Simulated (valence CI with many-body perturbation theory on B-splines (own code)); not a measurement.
# Eu LVII: what the settings do

Computed by configuration interaction combined with many-body perturbation theory (CI+MBPT): five valence electrons over a frozen Dirac-Fock core [He], a basis of 6 s, 6 p, 5 d, 3 f, 1 g functions for each j, with the one-electron correlation potential Σ1 (screened to all orders), the two-electron term Σ2, the three-electron term Σ3, Breit, model QED; selected single and double excitations, second order for the rest, scaled by the run's own slope (own B-spline code, finite nucleus).

No measured spectrum was set against this ion. As an estimate, large intervals hold to a few tenths of a per cent, small ones and those within an open d or f shell to about a per cent. Among the levels kept, up to 1800 cm⁻¹ of a level comes from second order outside the variational space, and about a tenth of that is noise between levels of different J, which matters for small intervals.

The reference run has the lowest level (2s^2 2p1/2^2 2p3/2) J=3/2 and an ionisation energy of 11739.0 eV. Its largest variational space holds 10000 state functions.

Levels are named by their leading jj configuration (3d3/2^4 stands for four electrons in 3d with j = 3/2), which in mixed levels can hold well under half, so a name can repeat and another be missing. Letters in brackets count levels of one name in rising energy.

Changed runs:
A. core polarisation of operators on → off
B. correlating orbitals by l 3 3 3 2 1 → 4 4 0 0 0; scale of Σ2 1 → 0.8
C. Breit term on → off
D. scale of Σ1 1 → 3 (bad on purpose)

Excitation energies of the reference run in cm⁻¹, and shifts in cm⁻¹:

| Level | Reference | A | B | C | D |
| --- | --- | --- | --- | --- | --- |
| (2s^2 2p1/2 2p3/2^2) J=3/2 | 5303340 | 0 | -421 | +76479 | +2288 |
| (2s^2 2p1/2 2p3/2^2) J=5/2 | 5480960 | 0 | +1392 | +125361 | +2293 |
| (2s^2 2p1/2 2p3/2^2) J=1/2 | 5804770 | 0 | +248 | +64080 | +2308 |
| (2s 2p1/2^2 2p3/2^2) J=5/2 | 7491470 | 0 | +1756 | +29099 | -2326 |
| (2s 2p1/2^2 2p3/2^2) J=1/2 | 8177100 | 0 | +4821 | -19663 | -2294 |
| (2s 2p1/2^2 2p3/2^2) J=3/2 | 8189010 | 0 | +7246 | +12855 | -2314 |
| (2s^2 2p3/2^3) J=3/2 | 11120300 | 0 | -142 | +157850 | +4546 |
| (2s 2p1/2 2p3/2^3) J=3/2 [a] | 12979100 | 0 | +1125 | +79136 | -43 |
| (2s 2p1/2 2p3/2^3) J=5/2 | 13278700 | 0 | +4485 | +127611 | -43 |
| (2s 2p1/2 2p3/2^3) J=1/2 | 13670600 | 0 | +6193 | +77408 | -31 |
| (2s 2p1/2 2p3/2^3) J=3/2 [b] | 13751400 | 0 | +7809 | +105741 | -40 |
| (2p1/2^2 2p3/2^3) J=3/2 | 16167100 | 0 | +15110 | +12096 | -4567 |
| Ionisation energy (eV) | 11739.0 | 0 | -0.9 | +8.7 | +0.6 |

No effect on these energies: A.
